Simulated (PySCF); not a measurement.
Compound: (GeH3)2PPF2, F₂Ge₂H₆P₂.
Bonds: F1–P2, P2–F3, P2–P4, P4–Ge5, P4–Ge6. Hydrogens: H7, H8, H9 on Ge5; H10, H11, H12 on Ge6.

Method: PBE0-D3(BJ)/def2-SVP geometry optimisation, gas phase in PySCF 2.14.0.

List the bond lengths, angles and torsions at this level.

```
                   bond  length (Å)   order
           F1–P2, P2–F3       1.617  single
                  P2–P4       2.231  single
         P4–Ge5, P4–Ge6       2.335  single
Ge5–H7 and 5 like bonds       1.538  single
```

Bonds in one row agree within 0.01 Å and their mean is given. Orders are formal, as drawn. A selection of angles:
```
     angle  degrees
  F1–P2–F3     98.5
  F1–P2–P4     97.9
  F3–P2–P4     96.3
 P2–P4–Ge5     91.8
 P2–P4–Ge6     94.4
Ge5–P4–Ge6     96.6
 P4–Ge5–H7    107.9
 P4–Ge5–H8    110.6
 H7–Ge5–H8    109.8
 H7–Ge5–H9    110.7
```

Dihedral angles: F1–P2–P4–Ge5 171° (antiperiplanar). The mirror-image conformer, all signs reversed, is as good.

Ge5 (germanium bonded to P and 3 H) is tetrahedral (angles from 107.9° to 110.7°). P2 (three-coordinate phosphorus) is pyramidal (angles 98.5°, 97.9° and 96.3°, sum 292.8°, 0.87 Å off the plane of its three neighbours). P4 (three-coordinate phosphorus) is pyramidal (angles 96.6°, 94.4° and 91.8°, sum 282.8°, 1.22 Å off the plane of its three neighbours).

Point group: C1 (no symmetry element, even within 0.4 Å). PBE0-D3(BJ)/def2-SVP frequencies: not computed here. The numbers are those of one conformer.
